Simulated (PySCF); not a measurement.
# Molecular orbitals of AuC

M06-2X at R = 1.862 Å; PySCF, scalar-relativistic core potentials, basis sets Au def2-TZVPP with ECP60, C def2-TZVPP. State: ²Π (doublet), unpaired electrons π ↑. Only the outer orbitals are listed, counted within each symmetry, core potentials removing the inner ones.

| spin | orbital | occ. | ε (eV) | on Au (%) | main shells (%) |
| --- | --- | --- | --- | --- | --- |
| α | 4σ | 1 | -19.61 | 23 | 73 C s, 17 Au d |
| α | 2π | 1 | -13.02 | 83 | 83 Au d, 16 C p |
| α | 2π | 1 | -12.54 | 89 | 89 Au d, 10 C p |
| α | 5σ | 1 | -12.13 | 61 | 60 Au d, 22 C s, 17 C p |
| α | 1δ | 1 | -11.61 | 100 | 100 Au d |
| α | 1δ | 1 | -11.60 | 100 | 100 Au d |
| α | 6σ | 1 | -8.35 | 66 | 57 Au s, 32 C p, 9 Au d |
| α | 3π | 1 | -7.65 | 19 | 81 C p, 15 Au d |
| α | 3π | 0 | -2.55 | 23 | 77 C p, 15 Au p |
| α | 7σ | 0 | -1.58 | 73 | 41 Au s, 28 C p, 21 Au p |
| α | 4π | 0 | 0.92 | 102 | 101 Au p |
| β | 4σ | 1 | -18.33 | 31 | 64 C s, 23 Au d |
| β | 2π | 1 | -12.55 | 92 | 91 Au d |
| β | 2π | 1 | -12.30 | 93 | 93 Au d |
| β | 1δ | 1 | -11.64 | 85 | 83 Au d, 11 C s |
| β | 1δ | 1 | -11.58 | 100 | 100 Au d |
| β | 5σ | 1 | -11.50 | 79 | 77 Au d, 16 C s |
| β | 6σ | 1 | -7.92 | 67 | 63 Au s, 28 C p |
| β | 3π | 0 | -2.08 | 26 | 74 C p, 21 Au p |
| β | 3π | 0 | -1.58 | 33 | 67 C p, 30 Au p |
| β | 7σ | 0 | -1.33 | 65 | 38 C p, 36 Au s, 18 Au p |

Q: Which are the highest filled and the lowest empty level, where do they sit, and how wide is the gap?

A: Highest filled α 3π at -7.65 eV (in %: 81 C p, 15 Au d); lowest empty α 3π at -2.55 eV (in %: 77 C p, 15 Au p); the gap at M06-2X is 5.10 eV. Both belong to one degenerate shell, split only by its one-sided filling, so this is no excitation gap.

```
bond order (Mayer)                              : 1.58
⟨S²⟩                                            : 0.766
charge on Au (Mulliken, basis-dependent)        : 0.14
charge on Au (Löwdin, basis-dependent)          : 0.23
dipole moment (positive dipole means Au(−)C(+)) : -2.02 D
```

Shares are Mulliken populations and can fall outside 0 to 100 %.

Spin–orbit coupling is left out. With d or f electrons several states lie close, and the lowest PBE0 determinant need not be the measured ground state.
